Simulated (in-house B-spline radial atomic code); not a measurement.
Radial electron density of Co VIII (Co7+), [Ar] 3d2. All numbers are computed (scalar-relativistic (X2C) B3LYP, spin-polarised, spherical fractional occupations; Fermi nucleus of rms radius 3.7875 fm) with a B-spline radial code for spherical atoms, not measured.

Caution: exact exchange at fractional occupations of open shells leaves self-interaction of up to several eV.

One-electron X2C: radii and densities carry no picture-change correction, so inner-shell <1/r> comes out high (for 1s by about 2 % at Z = 33, 5 % at 54, 10 % at 75, 30 % at 118) and <r> low.

Columns: r (bohr), 4πr²n(r) (electrons per bohr), bar.

```
  0.0021   0.8766 #
  0.0025     1.19 #
 0.00298    1.613 ##
 0.00355    2.175 ###
 0.00422    2.906 ####
 0.00502    3.863 #####
 0.00598    5.109 ######
 0.00711    6.675 ########
 0.00847    8.652 ##########
  0.0101    11.08 #############
   0.012    13.91 #################
  0.0143     17.2 #####################
   0.017    20.75 #########################
  0.0202    24.37 #############################
  0.0241    27.86 ##################################
  0.0286    30.63 #####################################
  0.0341     32.4 #######################################
  0.0405    32.75 #######################################
  0.0482    31.67 ######################################
  0.0574    29.52 ####################################
  0.0683    27.19 #################################
  0.0813    25.85 ###############################
  0.0968    26.53 ################################
   0.115    29.38 ###################################
   0.137    33.45 ########################################
   0.163     36.5 ############################################
   0.194    36.27 ############################################
   0.231    31.75 ######################################
   0.275    24.28 #############################
   0.327    17.11 #####################
   0.389    13.21 ################
   0.463    13.35 ################
   0.552    15.38 ###################
   0.656    16.03 ###################
   0.781     13.7 #################
    0.93    9.294 ###########
    1.11    4.865 ######
    1.32    1.976 ##
    1.57   0.6018 #
    1.86   0.1395 
    2.22  0.02128 
    2.64 0.002248
```

On this grid the curve has 3 maxima, near 0.0405, 0.163, 0.656 bohr.

The 3p up radial function P(r) = rR(r), positive near the nucleus:

| r (bohr) | P |
| --- | --- |
| 0.0021 | 0.001308 |
| 0.00298 | 0.002489 |
| 0.00422 | 0.004733 |
| 0.00598 | 0.009 |
| 0.00847 | 0.01702 |
| 0.012 | 0.03187 |
| 0.017 | 0.05874 |
| 0.0241 | 0.1057 |
| 0.0341 | 0.1829 |
| 0.0482 | 0.2994 |
| 0.0683 | 0.4547 |
| 0.0968 | 0.614 |
| 0.137 | 0.6867 |
| 0.194 | 0.533 |
| 0.275 | 0.04913 |
| 0.389 | -0.6532 |
| 0.552 | -1.196 |
| 0.781 | -1.185 |
| 1.11 | -0.7019 |
| 1.57 | -0.2335 |
| 2.22 | -0.03647 |
